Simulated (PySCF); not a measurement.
**Ionisation energy of Ca+ by level of theory**

Ca+ [Ar] 4s1 (2S) → Ca(2+) [Ar] (1S), as a difference of total energies. Computed with PySCF 2.14 in def2-SVP (5s3p2d, 24 functions), with no relativity, point nucleus. The calculations carry no spin-orbit coupling.

| method | ionisation energy (eV) |
| --- | --- |
| UHF | 11.262 |
| PBE0 | 11.808 |
| MN15 | 11.539 |

These non-relativistic numbers lack the scalar-relativistic shift.

For comparison: 11.872 eV (measured; NIST Atomic Spectra Database, ionization energies).
